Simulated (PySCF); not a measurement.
Ligand exchange on a metal centre used in film growth or etching (Ti OH-NH2). Isolated molecules, 0 K electronic values unless said otherwise. One relaxed conformer stands for each flexible species; it need not be the lowest.

The HOMO–LUMO gap from two functionals at the same geometries (TPSS-D3(BJ)/def2-SVP), both in PySCF: PBE-D3(BJ)/def2-TZVP and B3LYP-D3(BJ)/def2-TZVP. B3LYP has the VWN-RPA correlation part, as in Gaussian. 

```tsv
species	PBE-D3(BJ)/def2-TZVP (eV)
0 of 4 OH replaced by NH2	5.08
1 of 4 OH replaced by NH2	3.84
3 of 4 OH replaced by NH2	3.64
4 of 4 OH replaced by NH2	3.69
```

Question: What does B3LYP-D3(BJ)/def2-TZVP give for each?

Answer: 
- 0 of 4 OH replaced by NH2: 7.16
- 1 of 4 OH replaced by NH2: 5.73
- 3 of 4 OH replaced by NH2: 5.50
- 4 of 4 OH replaced by NH2: 5.56
Over these rows, drawn at random from the members with no instability flagged (it was tested for open shells, ions and some series alone), PBE minus B3LYP-D3(BJ): mean -1.92 eV, from -2.08 eV to -1.86 eV.
